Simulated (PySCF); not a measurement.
## Removing an electron from Zr(OMe)2Cl2

Species: Zr(OMe)2Cl2, C₂H₆Cl₂O₂Zr (singlet state).
Cartesian coordinates in Å at the PBE0-D3(BJ)/def2-SVP level; atoms count from 1:
```xyz
13
C2H6Cl2O2Zr angstrom
Zr    -0.8927    0.1532   -0.7974
O     -1.1779    0.0686    1.0733
C     -1.3199    0.0025    2.4518
H     -1.8569    0.8906    2.8249
H     -0.3356   -0.0425    2.9472
H     -1.8944   -0.8946    2.7372
O      0.9433    0.0004   -1.2256
C      2.2766   -0.1645   -1.5718
H      2.4435   -1.1708   -1.9915
H      2.9282   -0.0413   -0.6910
H      2.5709    0.5815   -2.3289
Cl    -1.6754    2.2462   -1.5838
Cl    -1.9789   -1.6815   -1.8222
```

Level: wB97X-D/def2-SVPD (PySCF). Frontier orbitals with their largest atomic shares (Löwdin; up to four atoms above 4 %):

```tsv
orbital	ε (eV)	main atoms
HOMO−3	-11.06	Cl12 26 %, Cl13 26 %, O2 13 %, O7 12 %
HOMO−2	-10.60	Cl13 28 %, Cl12 28 %, O2 21 %, O7 7 %
HOMO−1	-10.59	Cl12 29 %, Cl13 25 %, O7 22 %, O2 8 %
HOMO	-10.56	?
LUMO	0.49	Zr1 68 %, Cl13 12 %, Cl12 12 %
LUMO+1	0.91	Zr1 67 %, O7 9 %, O2 7 %, Cl13 7 %
LUMO+2	1.11	Zr1 59 %, Cl13 7 %, Cl12 7 %, C3 5 %
```

Question: What vertical ionisation energy does ΔSCF give, and how far is −ε(HOMO) from it?

Answer: ΔSCF: 10.66 eV (1029 kJ/mol; threshold wavelength 116 nm); ⟨S²⟩ of the doublet left behind is 0.771, against 0.75 for a pure doublet. −ε(HOMO) is 10.56 eV, 0.10 eV below it. In exact Kohn–Sham theory the two would be equal; wB97X-D (range-separated hybrid) comes within 0.10 eV of that here.

Question: On which atoms does the HOMO lie?

Answer: O2 (oxygen bonded to C and Zr) 26 %, O7 (oxygen bonded to C and Zr) 25 %, Cl13 (chlorine bonded to Zr) 11 %, Cl12 (chlorine bonded to Zr) 9 %, so no atom holds as much as 40 %. The HOMO−1 lies 0.03 eV lower.

Question: How many of the 10 lowest singlet excitations (vertical TDDFT, same level) lie below the ionisation energy?

Answer: All 10; they run from 6.30 to 7.10 eV.

Question: With α = 103.6 au, estimate the like-pair dispersion coefficient by London's formula C6 = (3/4)α²I.

Answer: I = 0.3919 Eh, so C6 ≈ 3160 au, a rough estimate.

Isolated species at its PBE0-D3(BJ)/def2-SVP geometry, gas phase. Atoms past krypton carry effective core potentials; spin–orbit coupling is left out.

The pairwise dispersion term of wB97X-D wasn't added to the energies; at a given geometry it leaves orbitals and properties as they are.
